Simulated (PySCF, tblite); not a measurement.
Isomers of C3H8N2Si. Computed values, GFN2-xTB/tblite, gas phase, harmonic and unscaled. Against measured fundamentals such values can be off by several per cent, at times by over 20. Modes of hydrogen on silicon can be 10 to 20 % off. One conformer each.

Electronic energies: PBE0/pcSseg-1 single points on the GFN2-xTB geometries (PySCF, gas phase).

```csv
SMILES,"electronic energy, lowest = 0 (kcal/mol)"
CNC[SiH2]C#N,20.0
N#C[SiH2]CCN,9.1
C=C1CN[Si@H]1N,0.0
```

How do GFN2-xTB zero-point energies change the relative energies?

| SMILES | ZPE (kcal/mol) | of it from modes above 1550 cm⁻¹ | electronic (kcal/mol) | with ZPE, lowest = 0 (kcal/mol) | lowest mode (cm⁻¹) | rings |
| --- | --- | --- | --- | --- | --- | --- |
| C=C1CN[Si@H]1N | 67.6 | 37.8 | 0.0 | 0.0 | 102 | 1 |
| N#C[SiH2]CCN | 66.9 | 38.7 | 9.1 | 8.3 | 72 | 0 |
| CNC[SiH2]C#N | 65.9 | 35.5 | 20.0 | 18.3 | 49 | 0 |

The zero-point energies span 1.7 kcal/mol, from `CNC[SiH2]C#N` to `C=C1CN[Si@H]1N`. The order is unchanged.

And how do the electronic energies of GFN2-xTB itself compare?

`C=C1CN[Si@H]1N` 0.0; `N#C[SiH2]CCN` 26.1; `CNC[SiH2]C#N` 27.9 kcal/mol, lowest = 0. Against the energies above, taken from the same isomer `C=C1CN[Si@H]1N`, the largest difference is 17.0 kcal/mol.

What do entropy and thermal enthalpy add at 298.15 K and 1 bar (rigid rotor, harmonic oscillator, one conformer each)?

```
        SMILES  point group  symmetry number  S (cal/(mol K))  H − H(0) (kcal/mol)  ZPE + H − H(0) − TS (kcal/mol)
C=C1CN[Si@H]1N           C1                1             85.3                 5.58                            47.7
  N#C[SiH2]CCN           C1                1             88.4                 5.79                            46.3
  CNC[SiH2]C#N           C1                1             91.2                 6.02                            44.8
```
